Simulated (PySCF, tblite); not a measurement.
Isomers of C5H13NSi. All values are computed: GFN2-xTB (tblite) harmonic vibrations without scaling, gas phase. Against measured fundamentals such values can be off by several per cent, at times by over 20. Modes of hydrogen on silicon can be 10 to 20 % off. One conformer each.

Electronic energies: PBE0/pcSseg-1 single points on the GFN2-xTB geometries (PySCF, gas phase).

```json
{"SMILES": "C=C[Si@H](CC)NC", "electronic energy, lowest = 0 (kcal/mol)": "0.0"}
{"SMILES": "C/C=C(/[SiH3])N(C)C", "electronic energy, lowest = 0 (kcal/mol)": "28.9"}
{"SMILES": "C=N[SiH2][C@H](C)CC", "electronic energy, lowest = 0 (kcal/mol)": "8.4"}
```

Q: How do GFN2-xTB zero-point energies change the relative energies?

A: 
```csv
SMILES,ZPE (kcal/mol),of it from modes above 1550 cm⁻¹,electronic (kcal/mol),"with ZPE, lowest = 0 (kcal/mol)",lowest mode (cm⁻¹),rings
C=C[Si@H](CC)NC,105.7,57.7,0.0,0.0,30,0
C=N[SiH2][C@H](C)CC,104.7,55.8,8.4,7.3,12,0
C/C=C(/[SiH3])N(C)C,102.9,54.6,28.9,26.1,58,0
```

The zero-point energies span 2.8 kcal/mol, from `C/C=C(/[SiH3])N(C)C` to `C=C[Si@H](CC)NC`. The order is unchanged.

Q: And how do the electronic energies of GFN2-xTB itself compare?

A: `C=C[Si@H](CC)NC` 10.5; `C=N[SiH2][C@H](C)CC` 0.0; `C/C=C(/[SiH3])N(C)C` 8.3 kcal/mol, lowest = 0. Against the energies above, taken from the same isomer `C=C[Si@H](CC)NC`, the largest difference is 31.1 kcal/mol.
